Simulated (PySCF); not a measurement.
Excitation energy of Si by level of theory

Si [Ne] 3s2 3p2 (3P) → Si [Ne] 3s2 3p1 3d1 (high-spin determinant), as a difference of total energies. Calculation: PySCF 2.14, in aug-cc-pwCVDZ (6s5p3d, 36 functions); the non-relativistic Hamiltonian (point nucleus). Correlated levels: valence: [Ne] frozen; valence and next inner shell: 1s2 frozen; nothing frozen. The calculations carry no spin-orbit coupling.

```json
{"method": "UHF", "excitation energy (cm⁻¹)": "61202"}
{"method": "LDA", "excitation energy (cm⁻¹)": "55590"}
{"method": "PBE", "excitation energy (cm⁻¹)": "54796"}
{"method": "PBE0", "excitation energy (cm⁻¹)": "56859"}
{"method": "r2SCAN", "excitation energy (cm⁻¹)": "57655"}
{"method": "TPSS", "excitation energy (cm⁻¹)": "56000"}
{"method": "B2PLYP", "excitation energy (cm⁻¹)": "58082"}
{"method": "HSE06", "excitation energy (cm⁻¹)": "56688"}
{"method": "PBEsol", "excitation energy (cm⁻¹)": "54889"}
{"method": "MP2 (valence)", "excitation energy (cm⁻¹)": "61393"}
{"method": "SCS-MP2 (valence)", "excitation energy (cm⁻¹)": "60880"}
{"method": "MP2 (valence and next inner shell)", "excitation energy (cm⁻¹)": "61249"}
{"method": "SCS-MP2 (valence and next inner shell)", "excitation energy (cm⁻¹)": "60760"}
{"method": "MP2 (all electrons)", "excitation energy (cm⁻¹)": "61251"}
{"method": "SCS-MP2 (all electrons)", "excitation energy (cm⁻¹)": "60761"}
```

The promoted electron is Rydberg-like, and one or two diffuse shells describe it only roughly, which tends to raise the upper state.

In the upper state the promoted electron has a positive orbital energy at LDA, PBE, PBE0, r2SCAN, TPSS, B2PLYP, HSE06, PBEsol, so the basis confines it.

The determinant of the upper state mixes LS terms, which raises its energy above the lowest term, most at the Hartree-Fock and MP2 levels.
